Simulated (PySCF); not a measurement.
Structure with atom numbers: `[SiH3:1][O:2][SiH2:3]/[CH:4]=[CH:5]/[SiH2:6][CH:7]1[CH2:8][CH2:9]1` (H(Xn): hydrogen on atom n). Ha(C8), Ha(C9) are cis to Si6 on the ring; Hb(C8), Hb(C9) are trans to Si6 on the ring.

Non-relativistic, one computed conformer, fast rotation and ring inversion assumed for equivalent nuclei, no solvent model. PBE0/pcSseg-1 with gauge-including orbitals; geometry: GFN2-xTB; PySCF.

Chemical shifts δ = σref − σ; ¹³C (186.93 ppm) and ¹H (31.72 ppm) and ²⁹Si (349.16 ppm) against TMS; ¹⁷O (336.08 ppm) vs H2O, all at this level.

```csv
atoms,nucleus,count,Hirshfeld charge,δ (ppm)
C5,¹³C,1,-0.13,155.4
Si3,²⁹Si,1,0.41,-37.0
C4,¹³C,1,-0.14,157.9
O2,¹⁷O,1,-0.30,1.4
Hb(C8)/Hb(C9),¹H,2,0.05,?
Si6,²⁹Si,1,0.34,-38.5
C7,¹³C,1,-0.13,-7.2
H(Si1),¹H,3,-0.08,?
H(Si3),¹H,2,-0.08,5.32
H(C4),¹H,1,0.04,7.21
H(Si6),¹H,2,-0.08,?
H(C7),¹H,1,0.04,-0.23
C8/C9,¹³C,2,-0.09,?
Si1,²⁹Si,1,0.39,-42.5
H(C5),¹H,1,0.03,?
Ha(C8)/Ha(C9),¹H,2,0.04,0.28
```

Question: Complete the table.

Answer: 
- C8/C9: 3.0 ppm, three-membered-ring carbon; carbons of three-membered rings are unusually shielded
- H(C5): 7.32 ppm, hydrogen on an alkene CH; attached to an sp2 carbon and in the plane of the double bond
- H(Si1): 5.28 ppm, hydrogen on a silicon bonded to O
- H(Si6): 4.33 ppm, hydrogen on a silicon bonded to 2 C
- Hb(C8)/Hb(C9): 0.73 ppm, hydrogen on a three-membered-ring carbon; cyclopropane-type protons are shielded by the ring

Shifts are as computed. Against solution values, carbons near 30 ppm lie about +3 ppm off and those near 130 ppm about +5 ppm. Of 1309 compounds with measured shifts, 239 miss one by over three times the rms of a fit or turn the order of signals round; such compounds aren't used in these exercises. Experimental scales use liquid or dissolved standards, which lie at an offset from isolated H2O (liquid H2O: subtract about 36 ppm).
